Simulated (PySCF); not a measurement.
Cartesian coordinates (Å):
SMILES: [SiH2]([SiH]=[SiH2])[SiH3]
```xyz
12

Si    -2.7406    -0.1251    -0.8849
Si    -0.9226    -1.2059    -0.5157
Si     0.5076    -0.3925     1.1113
Si     2.1645     0.9291     0.1223
H     -3.6841    -0.4577    -1.9786
H     -3.3612     0.6693     0.2005
H     -0.3321    -1.9561    -1.6534
H     -0.3180     0.4138     2.0514
H      1.1280    -1.5178     1.8655
H      3.1796     1.3750     1.1161
H      1.5293     2.1235    -0.4944
H      2.8496     0.1443    -0.9401
```
Charge 0, spin multiplicity 1.

Task: What HOMO, LUMO, total energy, HOMO–LUMO gap and dipole moment does PBE0-D3(BJ)/def2-TZVP (PySCF) give?

Result: 
```json
{
 "HOMO": "-6.04 eV",
 "LUMO": "-2.16 eV",
 "total_energy": "-1162.2698 Ha",
 "HOMO–LUMO gap": "3.88 eV",
 "dipole_moment": "0.14 D"
}
```
